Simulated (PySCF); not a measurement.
ZrHCl3 (singlet state).
Z-matrix (Å and degrees, PBE0-D3(BJ)/def2-SVP geometry), rows numbered from 1:
```
Zr
H   1  1.8218
Cl  1  2.3228  2  105.43
Cl  1  2.3167  2  104.31  3  -120.62
Cl  1  2.3168  2  104.27  3   120.75
```

Computed with TDDFT CAM-B3LYP/def2-SVPD, vertical, gas phase, core orbitals frozen in the response, def2 core potentials past Kr in PySCF 2.14.0, density-fitted response routines. Spin–orbit coupling is left out.

Frontier orbitals with the atoms that hold most of them (Löwdin shares over 4%, at most four atoms; ? is withheld):

```
orbital  ε (eV)                              atoms
 HOMO-3  -11.44  Cl3 43%, Cl5 26%, Cl4 24%, Zr1 8%
 HOMO-2  -11.44  Cl4 36%, Cl5 34%, Cl3 22%, Zr1 8%
 HOMO-1  -11.13                                  ?
   HOMO       ?                                  ?
   LUMO   -1.68    Zr1 74%, Cl4 10%, Cl5 8%, H2 5%
 LUMO+1   -1.67    Zr1 74%, Cl3 11%, Cl5 6%, H2 5%
 LUMO+2   -0.88  Zr1 64%, Cl4 13%, Cl5 12%, Cl3 8%
```

Which atoms hold the HOMO-1, and with what shares?

Cl3 (bonded to Zr) 33%; Cl4 (bonded to Zr) 33%; Cl5 (bonded to Zr) 32%.

Which atoms hold the HOMO, and with what shares?

H2 (bonded to Zr) 47%; Zr1 (bonded to 3 Cl and H) 45%.

What is the HOMO energy, and the HOMO–LUMO gap?

ε(HOMO) = -10.74 eV; the gap is 9.07 eV (0.3332 hartree).

Within 0.005 eV of a neighbour in this list lie HOMO-3/HOMO-2 (point group found: C3v); within a degenerate set the shares of single atoms can hang on how the components are chosen.

The HOMO–LUMO gap is 9.07 eV. Where does the response calculation put the lowest singlet, and from which orbitals?

S1 is at 4.78 eV (f = 0.0042), 4.28 eV below the gap, made of HOMO→LUMO/LUMO+1 (≥97%). S1/S2 lie within about 0.01 eV of each other. 

For S1 the Löwdin share of zirconium is 45% in HOMO and 74% in LUMO.

Next come S2 at 4.79 eV (f 0.0037), HOMO→LUMO/LUMO+1 (≥97%); S3 at 5.79 eV (f 0.0056), HOMO→LUMO+2 (97%); S4 at 5.81 eV (f 0.0057), HOMO→LUMO+3 (97%); S5 at 5.85 eV (f 0.0013), HOMO-1→LUMO/LUMO+1 (≥84%).

Orbitals of the list HOMO-3 to LUMO+2 that lie within 0.01 eV of each other are written together with a slash and their weights summed (≥ marks a lower bound); for degenerate orbitals outside that list single weights are arbitrary.

The run took 50 s on an x86-64 server with one thread (shared host).
